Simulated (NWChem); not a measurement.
ClMg (+1)

```xyz
2

Mg     0.0000     0.0000    -1.2688
Cl     0.0000     0.0000     0.8956
```
Charge +1, spin multiplicity 1.

Program: NWChem. The geometry was optimised at PBE/def2-SVP, a minimum by its harmonic frequencies.

Symmetry labels belong to the abelian group C2v used in the runs, with the axes of the coordinates shown; states degenerate in a higher group split over its labels.

The spin multiplicity of the parent species was assumed, not shown to be that of its ground state. The structure started from a generated list of species.

### Question
List the lowest 6 singlet excitations that CIS/aug-cc-pVDZ gives, with oscillator strengths.

### Answer
```tsv
state	symmetry	energy (eV)	wavelength (nm)	f
1	b2	4.17	297	0.013
2	b1	4.17	297	0.013
3	a1	5.83	213	0.174
4	a1	7.59	163	0.000
5	a2	7.59	163	0.000
6	a2	7.61	163	0.000
```
